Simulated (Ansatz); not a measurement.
H4BrFN2Sn (SMILES [NH2][Sn]([NH2])([F])[Br]), singlet, geometry from GFN2-xTB (such geometries of metal compounds can be far from the true shape) (all electrons, no relativity); CASSCF(4,3)/STO-3G (Ansatz, an electronic-structure program).

The Ansatz input:
Ansatz 0.2 input:
```yaml
crystal:
  periodic: [false, false, false]
  atoms:
    - {symbol: N, position_ang: [-1.75291638, -1.54968600, -0.26041224]}
    - {symbol: Sn, position_ang: [-0.07511472, -0.52705668, 0.27397782]}
    - {symbol: N, position_ang: [1.63269689, -1.59963122, 0.09494097]}
    - {symbol: F, position_ang: [-0.29214741, -0.08570795, 2.21210319]}
    - {symbol: Br, position_ang: [0.23135293, 1.59417294, -0.94762616]}
    - {symbol: H, position_ang: [-2.33629745, -1.00853673, -0.89138290]}
    - {symbol: H, position_ang: [-2.31886863, -1.74350739, 0.56001394]}
    - {symbol: H, position_ang: [1.45873491, -2.58219573, 0.27772541]}
    - {symbol: H, position_ang: [2.32567823, -1.29238714, 0.77103835]}
basis:
  gaussian:
    orbitals: STO-3G
hamiltonian:
  xc: hf
magnetization: {spin_polarized: false}
correlation: {active_space: {window: {electrons: 4, orbitals: 3}}}
```

What the program printed (banner, timings and long lists left out):

```
Functional definition: HF
805 factors; integrals over basis functions are off by at most 3.5e-5 eV
mean field evaluation 1: about -237168.5869 eV, gradient 2.4e1 eV
mean field evaluation 2: about -237168.6727 eV, gradient 2.4e1 eV
mean field evaluation 4: about -237171.7700 eV, gradient 1.7e0 eV
mean field evaluation 8: about -237171.7883 eV, gradient 9.8e-5 eV
mean field -237171.78830144 eV, -8715.9024592657 hartree, gradient 6.5e-6 eV, S^2 0.000000; 0 other end points of the search recorded, 0 dependent functions left out
reference -237171.78830144 eV, -8715.9024592657 hartree; 56, 56 occupied and 8, 8 virtual orbitals, 805 factors
state -237172.47601571 eV, -8715.9277322991 hartree
Total energy: -237172.47601571 eV, -8715.9277322991 hartree
```
